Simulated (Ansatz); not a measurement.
Level of theory: Ansatz (a quantum-chemistry and plane-wave program) with frozen-core CCSD(T)/cc-pVTZ // PBE0-D4/def2-TZVP.

Ansatz 0.2 input:
```yaml
crystal:
  periodic: [false, false, false]
  atoms:
    - { symbol: Si, position_ang: [-1.576905, -0.000058, -0.225556] }
    - { symbol: C, position_ang: [0.057657, 0.65, 0.415277] }
    - { symbol: Si, position_ang: [1.541319, -0.401116, -0.030748] }
    - { symbol: H, position_ang: [-2.699463, 0.891952, 0.172476] }
    - { symbol: H, position_ang: [-1.548967, -0.087257, -1.710212] }
    - { symbol: H, position_ang: [-1.839345, -1.358689, 0.320184] }
    - { symbol: H, position_ang: [0.000285, 0.73364, 1.505807] }
    - { symbol: H, position_ang: [0.212159, 1.661348, 0.024321] }
    - { symbol: H, position_ang: [2.795017, 0.185266, 0.515738] }
    - { symbol: H, position_ang: [1.674307, -0.501828, -1.508841] }
    - { symbol: H, position_ang: [1.383935, -1.773259, 0.521556] }
basis:
  gaussian: { orbitals: cc-pVTZ }
correlation:
  method: ccsd_t
```

Output:

```
Functional definition: HF
1168 factors; integrals over basis functions are off by at most 1.1e-3 eV
mean field evaluation 1: about -16880.3572 eV, gradient 2.6e1 eV
mean field evaluation 2: about -16880.5391 eV, gradient 2.6e1 eV
mean field evaluation 4: about -16882.7942 eV, gradient 3.3e0 eV
mean field evaluation 8: about -16882.8346 eV, gradient 3.5e-4 eV
mean field evaluation 16: about -16882.5517 eV, gradient 3.2e0 eV
mean field -16882.83459041 eV, -620.4327276012 hartree, gradient 1.1e-6 eV, S^2 0.000000; 0 other end points of the search recorded, 0 dependent functions left out
11 core orbitals not correlated
reference -16882.83459041 eV, -620.4327276012 hartree; 10, 10 occupied and 189, 189 virtual orbitals, 1168 factors
second order -12.00587199 eV of doubles, -0.00000000 eV of singles
cycle   1  -13.08339907 eV  change    -1.1e0 eV  update   8.1e-2
cycle   2  -13.52801124 eV  change   -4.4e-1 eV  update   2.6e-2
cycle   3  -13.56211965 eV  change   -3.4e-2 eV  update   7.7e-3
cycle   4  -13.55844555 eV  change    3.7e-3 eV  update   2.4e-3
cycle   5  -13.55784627 eV  change    6.0e-4 eV  update   6.4e-4
cycle   6  -13.55769789 eV  change    1.5e-4 eV  update   2.0e-4
cycle   7  -13.55771040 eV  change   -1.3e-5 eV  update   5.2e-5
cycle   8  -13.55772599 eV  change   -1.6e-5 eV  update   1.6e-5
perturbative correction -0.45936921 eV, -0.0168815072 hartree
Total energy: -16896.85168561 eV, -620.9478463488 hartree
```

Cost: around 30 core-seconds (rough).
